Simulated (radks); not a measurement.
Results of a calculation; reference values are marked as such.
Nd+, 59 electrons, occupied as [Xe] 4f4 6s1. Level of theory: non-relativistic Kohn-Sham, PBE, spin-unpolarised, spherical densities, point nucleus; relativity is left out, which matters for an element this heavy (a radial shooting solver on a logarithmic mesh with Libxc functionals).

Normalised radial functions P(r) = r R(r), r in bohr:

| r | 4s | 4d | 6s |
|---|---|---|---|
| 0.001333 | 0.0809 | 0.0000 | 0.0112 |
| 0.001806 | 0.1064 | 0.0000 | 0.0147 |
| 0.002467 | 0.1395 | 0.0001 | 0.0193 |
| 0.003344 | 0.1789 | 0.0001 | 0.0247 |
| 0.004532 | 0.2246 | 0.0003 | 0.0310 |
| 0.006192 | 0.2749 | 0.0008 | 0.0380 |
| 0.008391 | 0.3199 | 0.0019 | 0.0442 |
| 0.01146 | 0.3481 | 0.0045 | 0.0481 |
| 0.01554 | 0.3368 | 0.0103 | 0.0465 |
| 0.02123 | 0.2572 | 0.0235 | 0.0354 |
| 0.02877 | 0.0902 | 0.0506 | 0.0123 |
| 0.0393 | -0.1687 | 0.1056 | -0.0236 |
| 0.05326 | -0.4394 | 0.2023 | -0.0609 |
| 0.07218 | -0.5784 | 0.3545 | -0.0795 |
| 0.09861 | -0.3929 | 0.5556 | -0.0525 |
| 0.1336 | 0.1493 | 0.7221 | 0.0237 |
| 0.1826 | 0.7472 | 0.7079 | 0.1040 |
| 0.2474 | 0.7701 | 0.3548 | 0.0967 |
| 0.338 | -0.0666 | -0.3450 | -0.0324 |
| 0.4581 | -1.1219 | -1.0425 | -0.1602 |
| 0.6259 | -1.4749 | -1.3257 | -0.1107 |
| 0.8483 | -0.9907 | -1.0594 | 0.1100 |
| 1.15 | -0.3793 | -0.5690 | 0.2729 |
| 1.571 | -0.0753 | -0.1949 | 0.1691 |
| 2.129 | -0.0074 | -0.0413 | -0.1574 |
| 2.908 | -0.0003 | -0.0043 | -0.4743 |
| 3.941 | 0.0000 | -0.0002 | -0.5619 |
| 5.384 | 0.0000 | 0.0000 | -0.4044 |
| 7.297 | 0.0000 | 0.0000 | -0.1779 |
| 9.968 | 0.0000 | 0.0000 | -0.0406 |
| 13.51 | 0.0000 | 0.0000 | -0.0044 |

4s: eigenvalue -278.78 eV, 3 radial nodes at r = 0.0324, 0.124, 0.332 bohr, <r> = 0.640 bohr, 90 % of the charge inside 0.918 bohr. 4d: eigenvalue -124.99 eV, 1 radial node at r = 0.294 bohr, <r> = 0.706 bohr, 90 % of the charge inside 1.06 bohr. 6s: eigenvalue -7.776 eV, 5 radial nodes at r = 0.0323, 0.123, 0.317, 0.739, 1.86 bohr, <r> = 4.22 bohr, 90 % of the charge inside 6.09 bohr.
